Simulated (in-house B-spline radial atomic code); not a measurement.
Radial electron density of Be III (Be2+), 1s2. Method: non-relativistic CAM-B3LYP, spin-polarised, spherical fractional occupations, exact exchange averaged over the configuration, point nucleus. Calculated with a radial B-spline atomic code at the basis-set limit.

Columns: r (bohr), 4πr²n(r) (electrons per bohr), bar.

```
  0.0148  0.08489 #
  0.0167   0.1064 #
  0.0189   0.1339 ##
  0.0213   0.1669 ##
   0.024   0.2073 ##
  0.0271   0.2578 ###
  0.0306   0.3196 ####
  0.0345   0.3938 ####
   0.039   0.4854 ######
   0.044   0.5937 #######
  0.0496   0.7214 ########
   0.056   0.8738 ##########
  0.0632    1.051 ############
  0.0713    1.254 ##############
  0.0804    1.484 #################
  0.0907     1.74 ####################
   0.102    2.013 #######################
   0.116    2.333 ###########################
    0.13    2.626 ##############################
   0.147     2.94 #################################
   0.166    3.236 #####################################
   0.187    3.492 ########################################
   0.211    3.699 ##########################################
   0.238    3.831 ############################################
   0.269    3.872 ############################################
   0.304    3.803 ###########################################
   0.343    3.623 #########################################
   0.387    3.335 ######################################
   0.436     2.96 ##################################
   0.492    2.514 #############################
   0.555    2.036 #######################
   0.627    1.559 ##################
   0.707    1.129 #############
   0.798   0.7632 #########
     0.9   0.4802 #####
    1.02   0.2716 ###
    1.15   0.1432 ##
    1.29  0.07053 #
    1.46  0.02918
```

On this grid the curve has 1 maximum, near 0.269 bohr.

The 1s down radial function P(r) = rR(r), positive near the nucleus:

```csv
r (bohr),P
0.005,0.0724
0.00637,0.09173
0.00811,0.116
0.0103,0.146
0.0131,0.1836
0.0167,0.2307
0.0213,0.2888
0.0271,0.359
0.0345,0.4437
0.044,0.5448
0.056,0.661
0.0713,0.7919
0.0907,0.9329
0.116,1.08
0.147,1.212
0.187,1.321
0.238,1.384
0.304,1.379
0.387,1.291
0.492,1.121
0.627,0.8829
0.798,0.6177
1.02,0.3685
1.29,0.1878
```
